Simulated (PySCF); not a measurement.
Computed IR spectrum (relative IR intensity) of a molecule C3H7NSi. Coordinates come from a PBE-D3(BJ)/def2-SVP optimisation. The values are those of a single conformer. These are PBE-D3(BJ)/def2-SVP in PySCF values and carry that method's errors. Frequencies are harmonic and unscaled.

Lines under 2 % of the strongest are left out, and lines within 2 cm⁻¹ are merged.

ν (cm⁻¹): 240 (vw), 272 (m), 367 (w), 547 (m), 590 (w), 650 (w), 690 (vw), 695 (m), 698 (m), 746 (s), 809 (vs), 872 (m), 905 (s), 1062 (w), 1217 (vw), 1412 (vw), 1586 (w), 2080 (w), 2160 (s), 2180 (s), 2857 (m), 2984 (w), 3390 (m) (against the strongest line: vs over 80 %, s over 45 %, m over 15 %, w over 4 %, vw less)

**Question.** Which molecule gave these data?
A) C=C1CN[SiH2]1
B) C[C@@H]1N=C[SiH2]1
C) C#C[SiH2]CN
D) N#CCC[SiH3]

**Answer.** C, C#C[SiH2]CN
